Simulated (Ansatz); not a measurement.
Frontier orbitals of `[Cl][SnH2][Cl]`.

```xyz
5

Cl    0.5814    1.3909    1.5997
Sn   -0.0310    0.0623   -0.1960
Cl   -0.2304   -2.0963    0.6196
H     1.2456    0.0786   -1.3112
H    -1.5656    0.5646   -0.7121
```

Total charge 0; spin multiplicity 1. Correlated methods include outer-core shells of Sn, which these sets cover unevenly. Sn: def2 effective core potential. Geometry: relaxed with PBE0-D4/def2-TZVP. Basis def2-TZVPP, the Gaussian-basis code of Ansatz.

```json
{"functional": "PBE", "HOMO (eV)": "-7.58", "LUMO (eV)": "-2.30", "gap (eV)": "5.28"}
{"functional": "revPBE", "HOMO (eV)": "-7.54", "LUMO (eV)": "-2.21", "gap (eV)": "5.33"}
{"functional": "r2SCAN", "HOMO (eV)": "-7.94", "LUMO (eV)": "-2.05", "gap (eV)": "5.89"}
{"functional": "PBE0", "HOMO (eV)": "-8.94", "LUMO (eV)": "-1.37", "gap (eV)": "7.57"}
{"functional": "HSE06 (plane-wave form)", "HOMO (eV)": "-8.54", "LUMO (eV)": "-1.74", "gap (eV)": "6.80"}
{"functional": "LC-ωPBE", "HOMO (eV)": "-11.70", "LUMO (eV)": "0.87", "gap (eV)": "12.57"}
{"functional": "ωB97M-V", "HOMO (eV)": "-11.15", "LUMO (eV)": "0.57", "gap (eV)": "11.72"}
{"functional": "HF", "HOMO (eV)": "-12.13", "LUMO (eV)": "2.01", "gap (eV)": "14.14"}
```

From PBE to PBE0 the HOMO moves by −1.36 eV and the LUMO by +0.93 eV, and with ωB97M-V by −3.58 and +2.87 eV, so the gap grows from 5.28 to 11.72 eV with exact exchange. A positive LUMO is unbound and depends on the basis.

LC-ωPBE has ω = 0.4 bohr⁻¹.
